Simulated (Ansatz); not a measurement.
`CC(C)COC(=O)CCCl` + `CNCN` → `CNCNC` + `CCCOC(=O)CCCl`  (substitution at a C–C bond)

Calculated with Ansatz (gas phase, PBE0-D4/def2-TZVP geometries, no zero-point term in ΔE). CCSD(T)/CBS is the MP2 limit (def2-TZVPP, def2-QZVPP) plus CCSD(T) − MP2 in def2-TZVPP, frozen cores. Functionals use def2-TZVPP. Each species was taken in one conformer, which may not be the lowest.

```json
{"level": "ωB97X-V", "ΔE (eV)": "0.32"}
{"level": "HF/def2-QZVPP", "ΔE (eV)": "0.22"}
```

What does CCSD(T)/CBS give? (An estimate is asked.)

The calculation gave: +0.37 eV. The listed levels differ from it by -0.05, -0.15 eV.

Largest T1 diagnostic among the species: 0.012.

In def2-TZVPP, CCSD(T) changes the Hartree–Fock value by +0.14 eV (the triples alone add +0.02 eV) and MP2 by +0.17 eV. The D4 term adds +0.05 eV with B3LYP and +0.03 eV with PBE0; it sums over pairs of atoms, weighted by their polarisabilities, and B3LYP, whose exchange is more repulsive, gets the larger term.

B3LYP here is the variant with VWN-RPA as its local correlation; programs differ in this.
